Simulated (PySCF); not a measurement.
Al(F)(NCO)(OMe) (C2H3AlFNO2), SMILES C[O][Al]([F])[N]=C=O.

Geometry: ωB97X-D3(BJ)/def2-SVP. The structure was generated by enumeration; whether it is a known compound was not checked. The values are those of a single conformer.

Computed with ωB97X-D3(BJ)/def2-SVP (PySCF).

Frequencies are harmonic and unscaled.

```csv
mode,ν (cm⁻¹),IR (km/mol),moving atoms (share of kinetic energy)
1,46,2.0,"O 33 %, C 32 %, H 13 %, F 9 %"
2,72,0.0,H 92 %
3,89,0.8,"N 43 %, O 18 %, F 16 %, H 9 %"
4,93,2.0,"N 31 %, C 20 %, O 20 %, F 14 %, H 13 %"
5,98,2.9,"O 55 %, H 17 %, C 12 %, N 10 %"
6,235,43.0,"F 48 %, O 16 %, N 15 %, C 13 %"
7,284,26.8,"O 42 %, N 24 %, Al 13 %, F 11 %"
8,299,116.0,"Al 63 %, O 13 %, N 12 %, F 9 %"
9,514,27.6,"O 35 %, F 20 %, C 19 %, Al 16 %"
10,646,41.3,"C 71 %, N 15 %, O 14 %"
11,654,43.2,"C 71 %, N 15 %, O 14 %"
12,774,235.1,"Al 52 %, O 20 %, C 16 %"
13,934,112.5,"Al 50 %, F 42 %"
14,1192,26.7,"H 71 %, C 21 %, O 8 %"
15,1197,0.3,"H 77 %, C 19 %"
16,1277,360.1,"O 58 %, C 30 %"
17,1486,1.9,H 97 %
18,1490,0.9,H 93 %
19,1495,17.3,"H 89 %, C 9 %"
20,1540,40.9,"N 56 %, O 39 %"
21,2455,1540.9,"C 70 %, N 18 %, O 12 %"
22,3029,67.8,H 97 %
23,3114,45.4,"H 90 %, C 10 %"
24,3130,32.9,"H 90 %, C 10 %"
```
